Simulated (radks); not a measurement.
Values are calculated unless marked as measured or tabulated.
Question: These are the eigenvalues of the occupied orbitals of an atom or ion with whole-number occupations (Ry). Level of theory: scalar-relativistic Kohn-Sham, Slater X-alpha with alpha = 0.951, spin-polarised, spherical densities, finite nucleus; Fermi nuclear charge, rms radius of each element as measured or else 0.836 A^(1/3) + 0.57 fm (a radial shooting solver on a logarithmic mesh with Libxc functionals).

1s up: -4094.748
1s down: -4094.748
2s up: -687.9803
2s down: -687.9742
2p up: -610.6968
2p down: -610.6925
3s up: -154.4441
3s down: -154.2927
3p up: -130.7345
3p down: -130.5843
3d up: -100.5687
3d down: -100.4523
4s up: -30.90236
4s down: -30.58956
4p up: -23.05738
4p down: -22.74928
4d up: -12.41198
4d down: -12.11089
5s up: -4.02180
5s down: -3.87597
5p up: -2.15957
5p down: -2.05486
4f up: -0.72662
4f down: -0.46157
6s up: -0.33066
6s down: -0.32323

Which element is it, and in what charge state? The configuration may be excited. Open shells, if any, are filled with parallel spins first.

Answer: Z = 67, holmium, charge 0: Ho in [Xe] 4f11 6s2. The list shows which subshells hold electrons but not how many an open one holds; the 1s level, -2047.4 hartree, gives Z - s = 64.0 by -(Z - s)^2/2, which with screening and relativity narrows Z to a few neighbours, and the depths of the outer levels then fix element, charge and occupations together.
